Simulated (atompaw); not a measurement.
## Plane-wave convergence, PAW (atompaw) potential for Hg

* Element: Hg (Z = 80)
* Generator: atompaw 4.2.0.5
* Type: PAW
* Functional: LDA (PW92)
* Relativity: scalar-relativistic
* Frozen core: [Kr] 4d10 4f14
* Valence charge: 20
* Reference configuration: 5s2 5p6 5d10 6s1 6p0 (charge +1)
* Partial waves: 5s (bound): rc 1.00 bohr; 6s (bound): rc 1.65 bohr; 5p (bound): rc 1.40 bohr; 6p (bound, empty): rc 1.55 bohr; 5d (bound): rc 2.00 bohr; 5d channel at 3.45 Ry: rc 2.00 bohr
* Local potential: bessel scheme, radius 1.75 bohr
* Core correction: smooth core density matched at 1.60 bohr
* Augmentation charge: besselshape compensation charge, radius 1.55 bohr; PAW radius 2.00 bohr; waves and projectors: custom rrkj gramschmidtortho

The pseudo-atom Hamiltonian at the reference potential is diagonalised in spherical Bessel functions j_l(qr) that vanish at 20 bohr, with q² up to the cutoff. All-electron valence levels (Ry): 5s -9.3854, 6s -1.1102, 5p -5.5800, 6p -0.5639, 5d -1.4040.

Q: How do the lowest levels (Ry) of each channel move with the cutoff, and are there ghosts?

A:

```tsv
cutoff (Ry)	s #1	s #2	s #3	p #1	p #2	d #1	d #2	f #1	Σ f·Δε (mRy)
8	-8.8704	-0.8690	-0.2123	-4.1192	-0.4097	-0.3666	-0.1041	-0.0492	20410.4
12	-9.2372	-0.9494	-0.2255	-4.9460	-0.4660	-0.9523	-0.1457	-0.0492	8778.7
18	-9.3654	-1.0207	-0.2371	-5.3906	-0.5044	-1.3655	-0.1566	-0.0492	1650.9
30	-9.3804	-1.0972	-0.2497	-5.5606	-0.5365	-1.4033	-0.1570	-0.0492	146.2
40	-9.3818	-1.1096	-0.2518	-5.5779	-0.5545	-1.4038	-0.1571	-0.0492	22.8
50	-9.3819	-1.1098	-0.2519	-5.5791	-0.5629	-1.4039	-0.1571	-0.0492	13.7
60	-9.3825	-1.1101	-0.2519	-5.5794	-0.5636	-1.4040	-0.1571	-0.0492	10.0
80	-9.3842	-1.1102	-0.2519	-5.5800	-0.5638	-1.4040	-0.1571	-0.0492	2.8
110	-9.3846	-1.1102	-0.2519	-5.5800	-0.5639	-1.4040	-0.1571	-0.0492	1.6
140	-9.3850	-1.1102	-0.2519	-5.5801	-0.5639	-1.4040	-0.1571	-0.0492	0.6
180	-9.3851	-1.1102	-0.2519	-5.5801	-0.5639	-1.4040	-0.1571	-0.0492	0.4
400	-9.3852	-1.1102	-0.2519	-5.5801	-0.5639	-1.4040	-0.1571	-0.0492	0.0
```

Result: no extra level below or beside the all-electron valence levels (s, p, d, f tested); 10 mRy is reached at 70 Ry and 1 mRy at 140 Ry.
